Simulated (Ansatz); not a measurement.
The same ligand exchange along the group Mg, Zn, Cd.

Calculated with Ansatz (gas phase, PBE0-D4/def2-TZVP geometries, no zero-point term in ΔE). CCSD(T)/CBS is the MP2 limit (def2-TZVPP, def2-QZVPP) plus CCSD(T) − MP2 in def2-TZVPP, frozen cores. DFT in def2-TZVPP. def2 core potentials past Kr. For Br, Cd, Mg, Zn outer-core shells are correlated without core-valence functions, which leaves a few kJ/mol of doubt a bond. Scalar relativity is left out up to krypton. Each species was taken in one conformer, which may not be the lowest.

| reaction | CCSD(T)/CBS(def2) (kcal/mol) |
| --- | --- |
| `[NH2][Mg][O][SiH3]` + HBr → `[NH2][Mg][Br]` + `O[SiH3]` | -12.2 |
| `[NH2][Zn][O][SiH3]` + HBr → `[NH2][Zn][Br]` + `O[SiH3]` | -21.0 |
| `[NH2][Cd][O][SiH3]` + HBr → `[NH2][Cd][Br]` + `O[SiH3]` | ? |

Task: Fill in the missing values. (Best estimate.)

Result: Computed: `[NH2][Cd][O][SiH3]` + HBr → `[NH2][Cd][Br]` + `O[SiH3]`: -27.8 kcal/mol.

Largest T1 diagnostic: 0.015, for `[NH2][Zn][O][SiH3]`.
